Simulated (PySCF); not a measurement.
```xyz
4
charge 0 multiplicity 2, angstrom
Ru    0.0000    0.0000    0.0000
F     1.8158    0.0000    0.0000
F    -0.9079    1.5725    0.0000
F    -0.9079   -1.5725    0.0000
```

Computed with PySCF, UPBE0, basis Ru def2-TZVP with ECP28, F def2-TZVP (scalar-relativistic core potentials, no spin–orbit coupling, density fitting).

This geometry of RuF₃ is a stationary point at this level.

Problem. What is the point group?

Solution. D3h.

Problem. Is it a minimum?

Solution. Yes: all harmonic wavenumbers are real.

Problem. Which band is strongest in the infrared?

Solution. 706 cm⁻¹, 364 km/mol.

Problem. What are the dipole moment and the gap between the highest occupied and lowest empty levels of either spin?

Solution. 0.01 D and 3.83 eV.

Problem. What is the atomisation energy, with and without zero-point energy?

Solution. 1146 kJ/mol without, 1131 kJ/mol with.

The spin densities have lower symmetry than the nuclear frame, so modes carry no symmetry labels and degenerate sets may split. Other isomers or separated fragments may lie lower. Open d and f shells are described by one determinant, and the ground state may have another occupation or spin.
